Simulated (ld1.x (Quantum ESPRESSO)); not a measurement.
## Scattering properties, TM potential for Zr

```json
{
  "Element": "Zr (Z = 40)",
  "Generator": "ld1.x (Quantum ESPRESSO) 7.5",
  "Type": "norm-conserving Troullier–Martins (Kleinman–Bylander form)",
  "Functional": "PBE",
  "Relativity": "scalar-relativistic",
  "Frozen core": "[Ar] 3d10",
  "Valence charge": "12",
  "Reference configuration": "4s2 4p6 4d2 5s2 5p0",
  "Partial waves": "4s (bound): rc 1.20 bohr; 4d (bound): rc 1.85 bohr; 4p (bound): rc 1.50 bohr",
  "Local potential": "the p channel",
  "Core correction": "a·sin(br)/r model core, default radius (core density twice the valence density)"
}
```

Occupied shells without a wave of their own: 5s. They enter only through the test configuration that unscreens the potential, and ld1.x also counts them in the model core charge.

The phase is arctan(r·u′/u) with u = r·R(r), unwrapped; energies in Ry, scanned from -6 to 5 Ry. A pole is an energy at which the radial function vanishes at the test radius. The pseudo phase is shifted by a multiple of π to meet the all-electron one at the reference energy, and phase errors are pseudo minus all-electron; the curves can meet again beyond the range given. Levels narrower than the energy grid can be missing from the lists of poles.

Q: For each channel, where are the poles, and over which energies does the pseudopotential scatter like the atom?

A:

| channel | radius (bohr) | reference energy (Ry) | poles, all-electron | poles, pseudo | unbroken range about the reference energy with phases within 0.05 rad | phase error 1 Ry above the reference energy (rad) |
| --- | --- | --- | --- | --- | --- | --- |
| s | 2.00 | -4.01 | -3.39 | -3.39 | the whole range | -0.000 |
| p | 2.00 | -2.39 | -1.40 | -1.40 | below 2.6 | -0.001 |
| d | 2.00 | -0.26 | 1.87 | 1.82 | below 4.3 | -0.003 |

ld1.x takes every shell without a wave as core, so the model core holds the 5s electrons as well and exchange and correlation see them twice. This cancels in the reference configuration, but the file is broken for other ones, and its errors say nothing about a proper core correction.

Phases in the p channel:

```json
{"E (Ry)": "-6.00", "all-electron": "1.307", "pseudo": "1.306"}
{"E (Ry)": "-5.74", "all-electron": "1.295", "pseudo": "1.294"}
{"E (Ry)": "-5.48", "all-electron": "1.281", "pseudo": "1.280"}
{"E (Ry)": "-5.22", "all-electron": "1.264", "pseudo": "1.263"}
{"E (Ry)": "-4.96", "all-electron": "1.244", "pseudo": "1.243"}
{"E (Ry)": "-4.70", "all-electron": "1.219", "pseudo": "1.218"}
{"E (Ry)": "-4.44", "all-electron": "1.187", "pseudo": "1.186"}
{"E (Ry)": "-4.18", "all-electron": "1.143", "pseudo": "1.142"}
{"E (Ry)": "-3.92", "all-electron": "1.082", "pseudo": "1.081"}
{"E (Ry)": "-3.66", "all-electron": "0.987", "pseudo": "0.985"}
{"E (Ry)": "-3.40", "all-electron": "0.824", "pseudo": "0.822"}
{"E (Ry)": "-3.14", "all-electron": "0.500", "pseudo": "0.497"}
{"E (Ry)": "-2.88", "all-electron": "-0.135", "pseudo": "-0.138"}
{"E (Ry)": "-2.62", "all-electron": "-0.816", "pseudo": "-0.816"}
{"E (Ry)": "-2.36", "all-electron": "-1.180", "pseudo": "-1.180"}
{"E (Ry)": "-2.10", "all-electron": "-1.362", "pseudo": "-1.362"}
{"E (Ry)": "-1.84", "all-electron": "-1.467", "pseudo": "-1.467"}
{"E (Ry)": "-1.58", "all-electron": "-1.535", "pseudo": "-1.536"}
{"E (Ry)": "-1.32", "all-electron": "-1.584", "pseudo": "-1.585"}
{"E (Ry)": "-1.06", "all-electron": "-1.622", "pseudo": "-1.623"}
{"E (Ry)": "-0.80", "all-electron": "-1.653", "pseudo": "-1.655"}
{"E (Ry)": "-0.54", "all-electron": "-1.680", "pseudo": "-1.683"}
{"E (Ry)": "-0.28", "all-electron": "-1.705", "pseudo": "-1.708"}
{"E (Ry)": "-0.02", "all-electron": "-1.728", "pseudo": "-1.731"}
{"E (Ry)": "0.24", "all-electron": "-1.750", "pseudo": "-1.754"}
{"E (Ry)": "0.50", "all-electron": "-1.773", "pseudo": "-1.778"}
{"E (Ry)": "0.76", "all-electron": "-1.796", "pseudo": "-1.803"}
{"E (Ry)": "1.02", "all-electron": "-1.821", "pseudo": "-1.829"}
{"E (Ry)": "1.28", "all-electron": "-1.847", "pseudo": "-1.859"}
{"E (Ry)": "1.54", "all-electron": "-1.877", "pseudo": "-1.892"}
{"E (Ry)": "1.80", "all-electron": "-1.912", "pseudo": "-1.931"}
{"E (Ry)": "2.06", "all-electron": "-1.952", "pseudo": "-1.977"}
{"E (Ry)": "2.32", "all-electron": "-2.001", "pseudo": "-2.035"}
{"E (Ry)": "2.58", "all-electron": "-2.061", "pseudo": "-2.109"}
{"E (Ry)": "2.84", "all-electron": "-2.138", "pseudo": "-2.207"}
{"E (Ry)": "3.10", "all-electron": "-2.239", "pseudo": "-2.341"}
{"E (Ry)": "3.36", "all-electron": "-2.376", "pseudo": "-2.529"}
{"E (Ry)": "3.62", "all-electron": "-2.564", "pseudo": "-2.791"}
{"E (Ry)": "3.88", "all-electron": "-2.819", "pseudo": "-3.124"}
{"E (Ry)": "4.14", "all-electron": "-3.133", "pseudo": "-3.475"}
{"E (Ry)": "4.40", "all-electron": "-3.459", "pseudo": "-3.770"}
{"E (Ry)": "4.66", "all-electron": "-3.739", "pseudo": "-3.988"}
{"E (Ry)": "4.92", "all-electron": "-3.951", "pseudo": "-4.142"}
```
